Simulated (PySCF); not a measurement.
## Computed properties of C₄H₅FSi, SMILES C#C/C(F)=C/[SiH3]

C4H5FSi, SMILES C(/[SiH3])=C(/F)C#C. Geometry optimised at PBE0-D3(BJ)/def2-SVP. The structure was generated by enumeration; whether it is a known compound was not checked. The values are those of a single conformer. All values are computed for the isolated molecule unless a solvent is named; none is compared with measurement here.

**Structure.** The optimised structure has Cs symmetry. All 27 harmonic modes at PBE0-D3(BJ)/def2-SVP (PySCF) are real, so it is a minimum. With heavy atoms numbered as in [CH:1]#[C:2]/[C:3]([F:4])=[CH:5]/[SiH3:6], the shortest bond between them is C1–C2 at 1.212 Å and the longest C5–Si6 at 1.873 Å.

**Vibrations.** The strongest infrared lines (harmonic, unscaled, degenerate partners summed) lie at 925 cm⁻¹ (321 km/mol, H 84 %, Si 10 %), 1708 cm⁻¹ (176 km/mol, C 98 %), 2247 cm⁻¹ (112 km/mol, H 96 %). The softest mode is at 59 cm⁻¹ and the zero-point energy is 43.4 kcal/mol.

**Electronic structure.** CAM-B3LYP/def2-TZVP (PySCF) places the frontier levels at -8.67 and -0.49 eV, a gap of 8.18 eV, and gives a dipole moment of 1.76 D and a mean polarisability of 76.8 bohr³. PBE/def2-TZVP (PySCF) at the same geometry gives -6.34 and -2.44 eV, so its gap is 4.28 eV narrower. An orbital gap is neither the optical nor the fundamental gap.

**Excitations.** TDA-ωB97X/def2-SVPD (PySCF) has S1 at 5.71 eV (217 nm, f = 0.000, dark); the most intense of the 10 singlets computed lies at 7.22 eV (f = 0.44). T1 (TDA) is at 3.39 eV, 2.32 eV under S1. TDA-PBE/def2-SVPD (PySCF) puts S1 at 5.05 eV. No vertical singlet excitation falls in the visible range (under 3.1 eV).

**NMR.** GIAO shifts at PBE0/pcSseg-1 (PySCF) (non-relativistic, atoms alike by connectivity averaged): ¹³C from 80.7 to 162.2 ppm against TMS; ¹H from 3.5 to 5.8 ppm against TMS; ²⁹Si at -83.1 ppm against TMS; ¹⁹F at -82.8 ppm against CFCl3.

**Solvation.** SMD-ωB97X/def2-SVP (PySCF) gives 2.2 kcal/mol in water, -2.5 kcal/mol in chloroform, -1.9 kcal/mol in ethylethanoate (1 M in both phases, gas-phase geometry); of these solvents chloroform holds the molecule best.
